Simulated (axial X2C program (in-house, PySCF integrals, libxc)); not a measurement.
Potential curves of CoSi, spin-free

Computed with an in-house all-electron X2C program for linear molecules (integrals from PySCF). Spin-free means the one-electron spin-free X2C Hamiltonian. Basis: Co dyall-cv3z [9s10p6d3f2g], Si dyall-v3z [8s7p2d1f] (cores contracted in-house); Gaussian nuclei, density fitting, unrestricted open shells. Masses: Co 58.933 u, Si 27.977 u.

State: M_S = 1/2, Λ = 3 (beyond evenly filled blocks: σα, π+β, δ+α, δ+β, δ-α). Energies in kJ/mol from the fragments at the same level (Co + Si). Fits are polynomials in 1 − R0/R over 0.85 to 1.23 times the lowest point R0.

| R (Å) | PBE0 | CCSD | HF | BP86 |
| --- | --- | --- | --- | --- |
| 1.9671 | -139.31 |  | 109.66 | -239.46 |
| 2.0575 | -167.96 | -55.96 | 46.61 | -256.98 |
| 2.1253 | -180.38 | -70.72 | 12.03 | -262.94 |
| 2.1932 | -186.77 | -80.49 | -13.87 | -264.26 |
| 2.2610 | -188.43 | -86.05 | -32.63 | -261.99 |
| 2.3401 | -185.82 | -88.34 | -47.35 | -255.92 |
| 2.4193 | -179.57 | -87.19 | -56.01 | -247.14 |
| 2.5210 | -167.88 | -82.13 | -60.48 | -233.26 |
| 2.6454 | -150.17 |  | -58.92 | -213.99 |
| 2.8262 | -121.61 |  | -48.83 | -184.58 |

Correlated methods: 13 electrons correlated (number of frozen shells: Co 3 s, 2 p; Si 2 s, 1 p), 221 virtual spin orbitals or spinors in MP2, 90 natural virtuals in coupled cluster.

Occupations by symmetry block were frozen at the best pattern of an incomplete PBE0 search. De is counted from the lowest determinant-based energies of the atoms at the same level, without counterpoise correction. CCSD ran in a truncated set of natural virtual spinors with an MP2 remainder; without triples it tends to underbind. PBE0 can misorder states that lie within some tenths of an eV, so this need not be the ground state of the molecule. The nearest other spin-free determinant of the search, M_S = 3/2, Λ = 3, lies 0.05 eV up at the distance of the search. Without a current term, density functionals place determinants with orbital angular momentum somewhat too high. With several unpaired electrons one determinant need not be a pure state. At some level and bond length an empty orbital lies below a filled one. The determinant is spin-polarised beyond a pure state at some levels (its spin-free form has ⟨S²⟩ too high), which makes Re and μ there less reliable. The T1 diagnostic is large, a sign of multireference character. Coupled cluster ran on the points near the minimum only. MP2 and coupled cluster on one determinant become unreliable at the stretched end.

(1) What are Re, ωe and De at the PBE0 level?

(2) Fit the CCSD curve near its minimum: give the equilibrium distance, the harmonic wavenumber and the well depth.

(3) What are Re, ωe and De at the HF level?

(4) Fit the BP86 curve near its minimum: give the equilibrium distance, the harmonic wavenumber and the well depth.

## Answers

(1) At PBE0, spin-free: Re = 2.255 Å, ωe ≈ 347 cm⁻¹, De = 1.95 eV to Co + Si; Be follows as 0.175 cm⁻¹.

(2) At CCSD, spin-free: Re = 2.349 Å, ωe ≈ 279 cm⁻¹, De = 0.92 eV to Co + Si; Be follows as 0.161 cm⁻¹.

(3) At HF, spin-free: Re = 2.551 Å, ωe ≈ 259 cm⁻¹, De = 0.63 eV to Co + Si; Be follows as 0.137 cm⁻¹.

(4) At BP86, spin-free: Re = 2.181 Å, ωe ≈ 347 cm⁻¹, De = 2.74 eV to Co + Si; Be follows as 0.187 cm⁻¹.
